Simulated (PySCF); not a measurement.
# Correlation energy of P (phosphorus, neutral)

[Ne] 3s1 3p4, high-spin 4P determinant (an excited configuration). Calculation: PySCF 2.14, in aug-cc-pwCVTZ (8s7p5d3f, 75 functions); no relativity, point nucleus. Frozen: 1s2; 13 electrons correlated.

```csv
level,correlation energy (mhartree)
CCSD,-371.21
(T),-14.09
CCSD(T),-385.30
```

Diagnostics: T1 = 0.024, D1 = 0.1171, largest double amplitude 0.209.

Q: Is a single reference adequate?

A: Not fully. A double-excitation amplitude exceeds 0.15, a sign of near-degeneracy.
